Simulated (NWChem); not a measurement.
System: C₂H₄BNO₂; SMILES N#COB(O)C

Input file for NWChem:

```
start job
memory heap 200 mb stack 900 mb global 1100 mb
geometry units angstroms noautoz
  C      0.674107     2.194901     0.000942
  B     -0.055375     0.821686     0.000700
  O     -1.387633     0.676362     0.000398
  O      0.776848    -0.339627     0.000407
  C      0.245439    -1.504246    -0.000202
  N     -0.252345    -2.554058    -0.000761
  H     -0.031626     3.035457     0.006180
  H      1.334560     2.276966     0.879276
  H      1.325413     2.281163    -0.883909
  H     -1.711714    -0.235750    -0.000073
end
basis spherical
  * library def2-svp
end
dft
  xc xpbe96 cpbe96
  iterations 150
  mulliken
end
task dft energy
```

Excerpt of the output:

```
             Northwest Computational Chemistry Package (NWChem) 7.3.0
             --------------------------------------------------------

 C1  symmetry detected

                             Geometry "geometry" -> ""
                             -------------------------

 Output coordinates in angstroms (scale by  1.889725989 to convert to a.u.)

  No.       Tag          Charge          X              Y              Z
 ---- ---------------- ---------- -------------- -------------- --------------
    1 C                    6.0000     0.56193114     2.22017665    -0.00007835
    2 B                    5.0000    -0.08951073     0.80826769     0.00019841
    3 O                    8.0000    -1.41154070     0.58856957     0.00006855
    4 O                    8.0000     0.80643618    -0.30462144     0.00020875
    5 C                    6.0000     0.34107579    -1.49717039     0.00003156
    6 N                    7.0000    -0.09714116    -2.57320958    -0.00013645
    7 H                    1.0000    -0.18976252     3.01989675     0.00494976
    8 H                    1.0000     1.21681827     2.33938843     0.87816698
    9 H                    1.0000     1.20731855     2.34247975    -0.88501844
   10 H                    1.0000    -1.68403795    -0.34025886    -0.00007287

 Effective nuclear repulsion energy (a.u.)     203.3149982712

  pbe96 is a nonlocal functional; adding pw91lda local functional.

                                 NWChem DFT Module
                                 -----------------

 Summary of "ao basis" -> "ao basis" (spherical)
 ------------------------------------------------------------------------------
       Tag                 Description            Shells   Functions and Types
 ---------------- ------------------------------  ------  ---------------------
 C                          def2-svp                 6       14   3s2p1d
 B                          def2-svp                 6       14   3s2p1d
 O                          def2-svp                 6       14   3s2p1d
 N                          def2-svp                 6       14   3s2p1d
 H                          def2-svp                 3        5   2s1p

            General Information
            -------------------
          SCF calculation type: DFT
          Wavefunction type:  closed shell.
          No. of atoms     :    10
          No. of electrons :    44
           Alpha electrons :    22
            Beta electrons :    22
          Charge           :     0
          Spin multiplicity:     1
          Use of symmetry is: off; symmetry adaption is: off
          Maximum number of iterations: 150
          AO basis - number of functions:   104
                     number of shells:    48
          Convergence on energy requested:  1.00D-06
          Convergence on density requested:  1.00D-05
          Convergence on gradient requested:  5.00D-04

              XC Information
              --------------
          PerdewBurkeErnzerhof Exchange Functional  1.000
            Perdew 1991 LDA Correlation Functional  1.000 local
           PerdewBurkeErnz. Correlation Functional  1.000 non-local

             Grid Information
             ----------------
          Grid used for XC integration:  medium
          Radial quadrature: Mura-Knowles
          Angular quadrature: Lebedev.
          Tag              B.-S. Rad. Rad. Pts. Rad. Cut. Ang. Pts.
          ---              ---------- --------- --------- ---------
          C                   0.70       49          11.0       434
          B                   0.85       49           8.0       434
          O                   0.60       49          10.0       434
          N                   0.65       49          13.0       434
          H                   0.35       45          12.0       434
          Grid pruning is: on
          Number of quadrature shells:   474
          Spatial weights used:  Erf1

      Superposition of Atomic Density Guess
      -------------------------------------

 Sum of atomic energies:        -305.37722109

      Non-variational initial energy
      ------------------------------

 Total energy =    -308.300754
 1-e energy   =    -817.936039
 2-e energy   =     306.320287
 HOMO         =      -0.394353
 LUMO         =       0.069509

     ---------------------------------------------
      Total Density - Mulliken Population Analysis
     ---------------------------------------------

    Atom       Charge   Shell Charges
 -----------   ------   -------------------------------------------------------
    1 C    6     6.43   1.99  0.96  0.19  2.15  1.13  0.01
    2 B    5     4.48   1.99  0.81  0.12  1.14  0.24  0.17
    3 O    8     8.50   1.99  1.10  0.55  3.08  1.76  0.01
    4 O    8     8.36   1.99  1.09  0.60  2.92  1.75  0.01
    5 C    6     5.29   1.99  0.90  0.17  1.53  0.60  0.09
    6 N    7     7.70   1.99  1.13  0.58  2.44  1.53  0.03
    7 H    1     0.87   0.66  0.19  0.03
    8 H    1     0.86   0.65  0.18  0.03
    9 H    1     0.86   0.65  0.18  0.03
   10 H    1     0.66   0.52  0.08  0.06

   convergence    iter        energy       DeltaE   RMS-Dens  Diis-err
 ---------------- ----- ----------------- --------- --------- ---------
 d= 0,ls=0.0,diis     1   -307.9771140116 -5.11D+02  2.17D-02  1.46D+00
 d= 0,ls=0.0,diis     2   -307.0713184823  9.06D-01  1.74D-02  9.26D+00
 d= 0,ls=0.0,diis     3   -308.1151625193 -1.04D+00  4.18D-03  4.06D-01
 d= 0,ls=0.0,diis     4   -308.1470079641 -3.18D-02  1.69D-03  1.11D-01
 d= 0,ls=0.0,diis     5   -308.1572640178 -1.03D-02  4.48D-04  4.06D-03
  Resetting Diis
 d= 0,ls=0.0,diis     6   -308.1575817195 -3.18D-04  1.70D-04  8.72D-04
 d= 0,ls=0.0,diis     7   -308.1576629253 -8.12D-05  1.48D-04  7.95D-05
 d= 0,ls=0.0,diis     8   -308.1576185225  4.44D-05  1.13D-04  4.99D-04
 d= 0,ls=0.0,diis     9   -308.1576688058 -5.03D-05  2.63D-05  2.41D-05
 d= 0,ls=0.0,diis    10   -308.1576713373 -2.53D-06  6.05D-06  1.25D-06
 d= 0,ls=0.0,diis    11   -308.1576714658 -1.28D-07  7.18D-07  1.03D-08

         Total DFT energy =     -308.157671465768
      One electron energy =     -821.744682514040
           Coulomb energy =      350.370978568590
    Exchange-Corr. energy =      -40.098965791501
 Nuclear repulsion energy =      203.314998271183

 Numeric. integr. density =       43.999991010905

                       DFT Final Molecular Orbital Analysis
                       ------------------------------------

 Vector   20  Occ=2.000000D+00  E=-3.137938D-01
              MO Center= -1.9D-01, -2.3D+00, -1.6D-04, r^2= 2.6D+00
   Bfn.  Coefficient  Atom+Function         Bfn.  Coefficient  Atom+Function
  ----- ------------  ---------------      ----- ------------  ---------------
    73      0.410091   6 N  s                75      0.397652   6 N  py
    72      0.318225   6 N  s                58     -0.225990   5 C  s
    74      0.217009   6 N  px               61      0.208370   5 C  py
    78     -0.197375   6 N  py               71      0.154771   6 N  s
     5     -0.120906   1 C  py               77     -0.119297   6 N  px

 Vector   21  Occ=2.000000D+00  E=-2.908003D-01
              MO Center=  2.4D-01, -1.7D+00, -7.5D-06, r^2= 1.9D+00
   Bfn.  Coefficient  Atom+Function         Bfn.  Coefficient  Atom+Function
  ----- ------------  ---------------      ----- ------------  ---------------
    74      0.375299   6 N  px               60     -0.324901   5 C  px
    46      0.316974   4 O  px               49      0.223803   4 O  px
    77     -0.222281   6 N  px               75     -0.221011   6 N  py
    63     -0.154320   5 C  px               78      0.137804   6 N  py
    64      0.130647   5 C  py               32      0.095887   3 O  px

 Vector   22  Occ=2.000000D+00  E=-2.765634D-01
              MO Center=  1.7D-01, -1.6D+00, -2.3D-05, r^2= 2.2D+00
   Bfn.  Coefficient  Atom+Function         Bfn.  Coefficient  Atom+Function
  ----- ------------  ---------------      ----- ------------  ---------------
    76      0.438242   6 N  pz               48      0.351849   4 O  pz
    62     -0.298009   5 C  pz               51      0.275800   4 O  pz
    79     -0.271869   6 N  pz               65     -0.166519   5 C  pz
    34     -0.135509   3 O  pz               37     -0.107069   3 O  pz
    20     -0.065527   2 B  pz                6     -0.041671   1 C  pz

 Vector   23  Occ=0.000000D+00  E=-3.216141D-02
              MO Center= -4.4D-02,  5.3D-01,  2.2D-04, r^2= 3.2D+00
   Bfn.  Coefficient  Atom+Function         Bfn.  Coefficient  Atom+Function
  ----- ------------  ---------------      ----- ------------  ---------------
    20      0.615288   2 B  pz               23     -0.497342   2 B  pz
    96     -0.312237   9 H  s                91      0.309729   8 H  s
    37      0.284454   3 O  pz               34      0.280820   3 O  pz
    79     -0.225915   6 N  pz               65      0.219817   5 C  pz
    62      0.202576   5 C  pz               76      0.196278   6 N  pz

 Vector   24  Occ=0.000000D+00  E=-9.148144D-04
              MO Center= -5.6D-01, -3.3D-01, -4.6D-04, r^2= 4.8D+00
   Bfn.  Coefficient  Atom+Function         Bfn.  Coefficient  Atom+Function
  ----- ------------  ---------------      ----- ------------  ---------------
     3      1.087715   1 C  s                17     -0.925232   2 B  s
    59     -0.743737   5 C  s               101     -0.656089  10 H  s
    73      0.570417   6 N  s                31      0.549227   3 O  s
    91     -0.315571   8 H  s                96     -0.315275   9 H  s
    78      0.285267   6 N  py               45      0.273137   4 O  s

 Vector   25  Occ=0.000000D+00  E= 1.201605D-02
              MO Center=  3.8D-01, -1.6D+00, -2.0D-04, r^2= 2.7D+00
   Bfn.  Coefficient  Atom+Function         Bfn.  Coefficient  Atom+Function
  ----- ------------  ---------------      ----- ------------  ---------------
    77      0.522186   6 N  px               60     -0.481928   5 C  px
     3      0.460205   1 C  s                17     -0.458076   2 B  s
    63     -0.452563   5 C  px               59     -0.426630   5 C  s
    74     -0.416539   6 N  px               64      0.398523   5 C  py
    45      0.350101   4 O  s                73      0.338273   6 N  s

     ---------------------------------------------
      Total Density - Mulliken Population Analysis
     ---------------------------------------------

    Atom       Charge   Shell Charges
 -----------   ------   -------------------------------------------------------
    1 C    6     6.08   1.98  0.90  0.14  2.16  0.89  0.02
    2 B    5     5.07   1.98  0.81  0.09  1.60  0.39  0.19
    3 O    8     8.04   1.99  1.09  0.52  2.90  1.53  0.01
    4 O    8     8.11   1.99  1.10  0.57  2.91  1.53  0.02
    5 C    6     6.08   1.99  0.92  0.15  2.09  0.85  0.09
    6 N    7     6.99   1.99  1.09  0.49  2.23  1.16  0.03
    7 H    1     0.94   0.73  0.18  0.02
    8 H    1     0.93   0.72  0.19  0.03
    9 H    1     0.93   0.72  0.19  0.03
   10 H    1     0.82   0.68  0.07  0.07

     -------------------------------------------
      Total Density - Lowdin Population Analysis
     -------------------------------------------

    Atom       Charge   Shell Charges
 -----------   ------   -------------------------------------------------------
    1 C    6     6.13   1.96  0.57  0.31  1.92  1.32  0.05
    2 B    5     5.16   1.96  0.50  0.20  1.45  0.62  0.43
    3 O    8     7.91   1.97  0.84  0.54  2.70  1.83  0.02
    4 O    8     7.93   1.97  0.87  0.53  2.73  1.80  0.03
    5 C    6     6.03   1.96  0.61  0.27  1.89  1.11  0.20
    6 N    7     7.12   1.97  0.86  0.59  2.09  1.55  0.06
    7 H    1     0.94   0.62  0.25  0.07
    8 H    1     0.94   0.61  0.25  0.07
    9 H    1     0.94   0.61  0.25  0.07
   10 H    1     0.89   0.55  0.17  0.18

     Multipole analysis of the density
     ---------------------------------

     L   x y z        total         alpha         beta         nuclear
     -   - - -        -----         -----         ----         -------
     0   0 0 0     -0.000000    -22.000000    -22.000000     44.000000

     1   1 0 0      0.047983      0.023992      0.023992      0.000000
     1   0 1 0      1.081873      0.540937      0.540937     -0.000000
     1   0 0 1     -0.000475     -0.000238     -0.000238     -0.000000

     2   2 0 0    -25.047259    -65.466911    -65.466911    105.886562
     2   1 1 0      1.299443     -4.479630     -4.479630     10.258703
     2   1 0 1     -0.000499      0.000410      0.000410     -0.001318
     2   0 2 0    -31.823102   -223.657728   -223.657728    415.492355
     2   0 1 1     -0.002692      0.002305      0.002305     -0.007302
     2   0 0 2    -24.732579    -15.141828    -15.141828      5.551077
```

Level: PBE/def2-SVP. The geometry was optimised at PBE0/def2-SVP.
